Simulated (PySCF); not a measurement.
Which determinant of RbLi lies lowest?

Unrestricted PBE0; Rb def2-SVPD with ECP28, Li def2-SVPD; scalar-relativistic core potentials (PySCF 2.14). Outer shells of the fragments: Rb 5s1; Li 2s1.

Followed along the bond (rough minima from three points):

| 2Ms+1 | unpaired | ⟨S²⟩ at the start | R at minimum (Å) | Te (eV) |
| --- | --- | --- | --- | --- |
| 1 | none | 0.00 | 3.57 | 0.00 |
| 3 | σ ↑, π ↑ | 2.00 | 3.48 | 1.16 |
| 1 | σ ↑, π ↓ | 1.00 | 3.61 | 1.53 |
| 3 | σ ↑↑ | 2.00 | none in the scan | ≤ 0.57 |

Solutions found at the starting distance of 3.345 Å, counted from the lowest of them; the search is not exhaustive and high or unbound solutions are not listed, so other states can lie among these:

```
2Ms+1  unpaired   term  E (eV)  ⟨S²⟩  ⟨Lz²⟩  μ (D)
    1      none    ¹Σ⁺    0.00  0.00   0.00  -3.44
    3      σ ↑↑    ³Σ⁺    0.82  2.00   0.00  -1.44
    3  σ ↑, π ↑     ³Π    1.15  2.00   1.00  -5.49
    1  σ ↑, π ↓  mixed    1.53  1.00   1.00  -4.57
    3  σ ↑, δ ↑     ³Δ    2.84  2.00   4.00   3.84
    1  σ ↑, δ ↓  mixed    2.86  1.00   4.00   3.67
```

A term symbol is given only where ⟨S²⟩ and ⟨Lz²⟩ are close to those of a pure state; real π, δ and φ orbitals otherwise mix terms. A positive dipole means Rb(−)Li(+).

The measured ground state is X ¹Σ+ (Huber and Herzberg, Constants of Diatomic Molecules (1979)).

Counting both spins, an empty level lies below a filled one in some of these solutions, because spin and occupation are held.
